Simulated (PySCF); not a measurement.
C$_{6}$H$_{15}$Sb, charge +1, doublet, geometry from GFN2-xTB (a state made from the parent by changing its charge; the spin is typed, not shown lowest) (all electrons, no relativity); M062X/3-21G (PySCF).

PySCF was given this input:
```python
from pyscf import gto, scf, dft

mol = gto.M(
    atom='''
Sb    0.083947   -0.147937    0.648144
C     1.595144    1.220621   -0.262054
C     1.094361    1.812295   -1.556277
H     2.478574    0.600135   -0.402695
H     1.813051    1.990871    0.474394
H     0.226906    2.450718   -1.403704
H     0.852167    1.048497   -2.292118
H     1.886444    2.435031   -1.973874
C    -1.878308    0.391271   -0.265072
C    -2.495213    1.632677    0.330805
H    -2.514139   -0.481379   -0.128578
H    -1.645758    0.518593   -1.321096
H    -1.842652    2.498878    0.234898
H    -2.740972    1.491456    1.381670
H    -3.422333    1.855039   -0.197372
C     0.546866   -2.164012   -0.178125
C     0.681755   -2.098578   -1.680054
H    -0.271377   -2.811154    0.131668
H     1.467657   -2.493535    0.299100
H     1.506492   -1.459496   -1.988228
H    -0.235555   -1.760683   -2.157783
H     0.892591   -3.103810   -2.046954
''',
    basis='3-21g',
    charge=1,
    spin=1,
    verbose=5,
)

mf = dft.UKS(mol)
mf.xc = 'm062x'
mf.kernel()
```

Output, abridged:

```
PySCF version 2.14.0

[INPUT] verbose = 5
[INPUT] max_memory = 4000
[INPUT] num. atoms = 22
[INPUT] num. electrons = 101
[INPUT] charge = 1
[INPUT] spin (= nelec alpha-beta = 2S) = 1
[INPUT] symmetry False subgroup None
[INPUT] Mole.unit = angstrom
[INPUT] Symbol           X                Y                Z      unit          X                Y                Z       unit  Magmom
[...]
[INPUT] ---------------- BASIS SET ----------------
[INPUT] l, kappa, [nprim/nctr], expnt,             c_1 c_2 ...
[INPUT] Sb
[...]
                                2010.5218         0.366849
                                441.69815         0.69105
[...]
                                130.0385          0.082644
                                42.13286          0.970258
[...]
                                24.43595          0.057503
                                7.420931          1.084703
[...]
                                2.844053          0.473734
                                1.105855          0.822135
[...]
                                0.241232          1.258692
[...]
                                130.0385          0.613597
                                42.13286          0.391699
[...]
                                24.43595          0.536355
                                7.420931          0.650868
[...]
                                2.844053          0.516083
                                1.105855          0.538757
[...]
                                0.241232          0.989643
[...]
                                32.305835         0.483436
                                10.250328         0.59014
[...]
                                1.92162           0.574315
                                0.666063          0.364304
[INPUT] H
[...]
                                0.824547          0.904691
[...]
[INPUT] C
[...]
                                25.9109           0.358794
                                5.53335           0.700713
[...]
                                0.770545          1.21584
[...]
                                0.770545          0.860619
[...]
nuclear repulsion = 723.928837097882
number of shells = 73
number of NR pGTOs = 216
number of NR cGTOs = 115
basis = 3-21g
ecp = {}

******** <class 'pyscf.dft.uks.UKS'> ********
method = UKS
initial guess = minao
damping factor = 0
level_shift factor = 0
DIIS = <class 'pyscf.scf.diis.CDIIS'>
diis_start_cycle = 1
diis_space = 8
diis_damp = 0
SCF conv_tol = 1e-09
SCF conv_tol_grad = None
SCF max_cycles = 50
direct_scf = True
direct_scf_tol = 1e-13
number electrons alpha = 51  beta = 50
XC library pyscf.dft.libxc version 7.1.2
    S. Lehtola, C. Steigemann, M. J. T. Oliveira, and M. A. L. Marques,  SoftwareX 7, 1–5 (2018)
XC functionals = m062x
    Y. Zhao and D. G. Truhlar,  Theor. Chem. Acc. 120, 215 (2008)
    Y. Zhao and D. G. Truhlar,  Theor. Chem. Acc. 120, 215 (2008)
radial grids:
    Treutler-Ahlrichs [JCP 102, 346 (1995); DOI:10.1063/1.469408] (M4) radial grids

becke partition: Becke, JCP 88, 2547 (1988); DOI:10.1063/1.454033
pruning grids: <function nwchem_prune>
grids dens level: 3
symmetrized grids: False
atomic radii adjust function: <function treutler_atomic_radii_adjust>
small_rho_cutoff = 0
Set gradient conv threshold to 3.16228e-05
atom Sb rad-grids = 95, ang-grids = [ 50  50  50  50  50  50  50  50  50  50  50  50  50  50  50  50  50  50
  50  50  50  50  50  50  50  50  50  50  50  50  86  86  86  86  86  86
  86  86  86  86  86  86  86  86  86  86 350 350 350 350 350 350 350 350
 350 350 350 434 434 434 434 434 434 434 434 434 434 434 434 434 434 434
 434 434 434 434 434 434 434 434 350 350 350 350 350 350 350 350 350 350
 350 350 350 350 350]
atom C rad-grids = 75, ang-grids = [ 50  50  50  50  50  50  50  50  50  50  50  50  50  50  50  50  50  50
  50  50  50  50  86  86  86  86  86  86  86  86  86  86 266 266 266 266
 266 266 302 302 302 302 302 302 302 302 302 302 302 302 302 302 302 302
 302 302 302 302 266 266 266 266 266 266 266 266 266 266 266 266 266 266
 266 266 266]
atom H rad-grids = 50, ang-grids = [ 50  50  50  50  50  50  50  50  50  50  50  50  50  50  50  86  86  86
  86 266 266 266 266 266 302 302 302 302 302 302 302 302 302 302 302 302
 302 266 266 266 266 266 266 266 266 266 266 266 266 266]
tot_boxes 4860, boxes in each direction [16 16 13]
Padding 6 grids
tot grids = 253792
nelec by numeric integration = [50.91705111 50.91705111]
E1 = -10394.918499925398  E2 = 3160.1245148271846  Ecoul = 3364.1095165063634  Exc = -203.98500167917905
init E= -6510.86514800033
cond(S) = 259.94508647102066

  alpha mo_energy =
[-1.07267214e+03 -1.61428823e+02 -1.50857532e+02 -1.50857503e+02
 -1.50857331e+02 -3.23326712e+01 -2.78423478e+01 -2.78423377e+01
 -2.78421162e+01 -2.01466090e+01 -2.01465772e+01 -2.01458990e+01
 -2.01458467e+01 -2.01458148e+01 -1.06002204e+01 -1.06000009e+01
 -1.05994591e+01 -1.05988235e+01 -1.05986258e+01 -1.05985443e+01
 -5.62845214e+00 -4.06724990e+00 -4.06722538e+00 -4.06569313e+00
 -1.61955334e+00 -1.61938949e+00 -1.61578670e+00 -1.61572070e+00
 -1.61550420e+00 -1.15861051e+00 -1.12780218e+00 -1.12227768e+00
 -8.62234408e-01 -8.40196625e-01 -8.32696018e-01 -6.27487190e-01
 -5.67026497e-01 -5.61488536e-01 -5.49732422e-01 -5.18500198e-01
 -5.07530745e-01 -4.83962578e-01 -4.59723264e-01 -4.55673308e-01
 -4.49792543e-01 -4.21020082e-01 -4.19136100e-01 -4.12625217e-01
 -3.35100065e-01 -3.32968728e-01 -2.49975311e-01 -3.89140637e-02
 -3.01277185e-02 -2.83749835e-02  6.39159964e-02  9.31641119e-02
  1.01906376e-01  1.04760283e-01  1.29102665e-01  1.30710251e-01
  1.40687467e-01  1.45820216e-01  1.49043995e-01  1.55300258e-01
  1.63586930e-01  1.81567463e-01  1.85098057e-01  1.88210150e-01
  2.00462112e-01  2.08042941e-01  2.13025317e-01  2.23405157e-01
  3.13098858e-01  3.58803432e-01  3.68074282e-01  4.43753958e-01
  6.09516350e-01  6.20540838e-01  6.87842670e-01  6.98642167e-01
  7.08583454e-01  7.09775772e-01  7.19478582e-01  7.35400112e-01
[...]
 -5.75244518e+00 -4.19428215e+00 -4.19403060e+00 -4.19394038e+00
 -1.75501347e+00 -1.75496778e+00 -1.75490527e+00 -1.75267337e+00
 -1.75261454e+00 -1.03286160e+00 -1.01873407e+00 -1.01549045e+00
 -8.72319879e-01 -8.58125938e-01 -8.54645502e-01 -7.27150895e-01
 -6.91568358e-01 -6.85809673e-01 -6.78546652e-01 -6.44538332e-01
 -6.36580162e-01 -6.15789595e-01 -6.04242408e-01 -6.00555465e-01
 -5.92436507e-01 -5.75578184e-01 -5.75200186e-01 -5.67303054e-01
 -4.95919839e-01 -4.92223269e-01 -2.95182064e-01 -1.23223288e-01
 -1.16466723e-01 -9.76541438e-02 -1.20595685e-02  2.59035614e-02
  3.23573510e-02  3.39100759e-02  5.81163224e-02  6.51859284e-02
  7.16324470e-02  7.67530770e-02  8.36657548e-02  9.80306030e-02
  1.02677368e-01  1.17512548e-01  1.19337154e-01  1.26209120e-01
  1.35513960e-01  1.43734326e-01  1.48526886e-01  1.56603458e-01
  1.83691621e-01  2.25721122e-01  2.37522665e-01  3.19180112e-01
  5.27648802e-01  5.40075429e-01  6.15183979e-01  6.30833265e-01
  6.40414699e-01  6.53430623e-01  6.60829363e-01  6.66817898e-01
  6.79720488e-01  6.97318521e-01  7.27593124e-01  7.39228666e-01
  7.54410837e-01  7.72276876e-01  7.74984454e-01  8.09916016e-01
  8.47098248e-01  8.59610792e-01  9.29836235e-01  9.33922124e-01
  9.54396133e-01  9.76694814e-01  9.84395764e-01  9.98512070e-01
  1.00166715e+00  1.00737152e+00  1.02196897e+00  1.03484922e+00
  1.04674885e+00  1.05462153e+00  1.06848616e+00  1.09019971e+00
  1.10057555e+00  1.50288705e+00  1.50941877e+00  1.65339134e+00
  1.80933008e+00  1.81519643e+00  1.86741399e+00]
multiplicity <S^2> = 0.7532124  2S+1 = 2.0032098
nelec by numeric integration = [50.99993978 49.99994245]
E1 = -10403.7749176717  E2 = 3155.2657786155737  Ecoul = 3359.534370191645  Exc = -204.26859157607117
cycle= 11 E= -6524.58030195824  delta_E= -5.23e-10  |g|= 8.97e-06  |ddm|= 5.8e-05
  alpha mo_energy =
[-1.07231698e+03 -1.61337449e+02 -1.50713858e+02 -1.50712911e+02
 -1.50712864e+02 -3.23866925e+01 -2.78841324e+01 -2.78811388e+01
 -2.78811246e+01 -2.01790193e+01 -2.01788088e+01 -2.01787797e+01
 -2.01771700e+01 -2.01771507e+01 -1.06766373e+01 -1.06750298e+01
 -1.06745248e+01 -1.06348514e+01 -1.06341289e+01 -1.06263050e+01
 -5.75601354e+00 -4.20173127e+00 -4.19531197e+00 -4.19524850e+00
 -1.76048724e+00 -1.75942257e+00 -1.75937592e+00 -1.75411951e+00
 -1.75406194e+00 -1.03718953e+00 -1.02069344e+00 -1.01707580e+00
 -8.80904344e-01 -8.60128386e-01 -8.56423443e-01 -7.55413524e-01
 -6.93394145e-01 -6.88832878e-01 -6.81507708e-01 -6.48409782e-01
 -6.40330856e-01 -6.27698008e-01 -6.07034134e-01 -6.02264402e-01
 -5.98336216e-01 -5.76589549e-01 -5.76286156e-01 -5.68215903e-01
 -5.08030893e-01 -5.03796829e-01 -4.69504481e-01 -1.37060502e-01
 -1.29914322e-01 -1.08523997e-01 -9.74802735e-03  2.49131831e-02
  3.02412793e-02  3.39148404e-02  6.09255758e-02  6.49734641e-02
  7.23475639e-02  7.78399031e-02  8.32272352e-02  9.63394857e-02
  1.04809756e-01  1.16587673e-01  1.22971987e-01  1.25913664e-01
  1.37359557e-01  1.44966071e-01  1.49609446e-01  1.61234816e-01
  1.89589706e-01  2.40697251e-01  2.51227060e-01  3.18053949e-01
  5.25515056e-01  5.38456206e-01  6.15619045e-01  6.30925451e-01
  6.39391830e-01  6.52796257e-01  6.60157090e-01  6.66170638e-01
  6.79535758e-01  6.96176975e-01  7.26015379e-01  7.36895554e-01
  7.52351681e-01  7.70266303e-01  7.75333903e-01  8.09242699e-01
  8.46768493e-01  8.60536617e-01  9.29098994e-01  9.33157646e-01
  9.54193652e-01  9.76268655e-01  9.83913022e-01  9.98875208e-01
  1.00152726e+00  1.00725975e+00  1.02147224e+00  1.03480447e+00
  1.04632450e+00  1.05468922e+00  1.06785007e+00  1.09024340e+00
  1.09963378e+00  1.50081263e+00  1.50714593e+00  1.65280391e+00
  1.80818893e+00  1.81393898e+00  1.86557621e+00]
  beta  mo_energy =
[-1.07231566e+03 -1.61336429e+02 -1.50712284e+02 -1.50712241e+02
 -1.50711773e+02 -3.23845194e+01 -2.78799888e+01 -2.78799710e+01
 -2.78796502e+01 -2.01775086e+01 -2.01774628e+01 -2.01772039e+01
 -2.01765532e+01 -2.01765246e+01 -1.06763219e+01 -1.06747581e+01
 -1.06742643e+01 -1.06345777e+01 -1.06339481e+01 -1.06263094e+01
 -5.75244403e+00 -4.19428099e+00 -4.19402951e+00 -4.19393922e+00
 -1.75501242e+00 -1.75496666e+00 -1.75490417e+00 -1.75267231e+00
 -1.75261347e+00 -1.03286180e+00 -1.01873418e+00 -1.01549093e+00
 -8.72319858e-01 -8.58125977e-01 -8.54646084e-01 -7.27151157e-01
 -6.91568605e-01 -6.85810501e-01 -6.78547247e-01 -6.44538583e-01
 -6.36579726e-01 -6.15789587e-01 -6.04242245e-01 -6.00556098e-01
 -5.92436611e-01 -5.75578580e-01 -5.75199768e-01 -5.67303504e-01
 -4.95919886e-01 -4.92224014e-01 -2.95180677e-01 -1.23222787e-01
 -1.16466224e-01 -9.76551102e-02 -1.20597409e-02  2.59027701e-02
  3.23571289e-02  3.39097352e-02  5.81164640e-02  6.51855305e-02
  7.16321087e-02  7.67525860e-02  8.36653678e-02  9.80303598e-02
  1.02677434e-01  1.17511992e-01  1.19337590e-01  1.26209210e-01
  1.35514012e-01  1.43734443e-01  1.48526622e-01  1.56603475e-01
  1.83692065e-01  2.25721740e-01  2.37523423e-01  3.19179345e-01
  5.27648240e-01  5.40074673e-01  6.15184425e-01  6.30832850e-01
  6.40415248e-01  6.53430149e-01  6.60829631e-01  6.66817682e-01
  6.79720327e-01  6.97318388e-01  7.27592714e-01  7.39228829e-01
  7.54409625e-01  7.72276609e-01  7.74984279e-01  8.09914847e-01
  8.47097379e-01  8.59610306e-01  9.29836149e-01  9.33921852e-01
  9.54395728e-01  9.76695148e-01  9.84395346e-01  9.98511511e-01
  1.00166689e+00  1.00737129e+00  1.02196939e+00  1.03484985e+00
  1.04674892e+00  1.05462088e+00  1.06848553e+00  1.09020009e+00
  1.10057438e+00  1.50288607e+00  1.50941832e+00  1.65339107e+00
  1.80932967e+00  1.81519670e+00  1.86741360e+00]
multiplicity <S^2> = 0.75321222  2S+1 = 2.0032096
nelec by numeric integration = [50.99993978 49.99994245]
E1 = -10403.774882019443  E2 = 3155.2657429632222  Ecoul = 3359.53433386782  Exc = -204.26859090459783
Extra cycle  E= -6524.58030195834  delta_E= -9.46e-11  |g|= 6.37e-06  |ddm|= 1.89e-05
converged SCF energy = -6524.58030195834  <S^2> = 0.75321222  2S+1 = 2.0032096
```
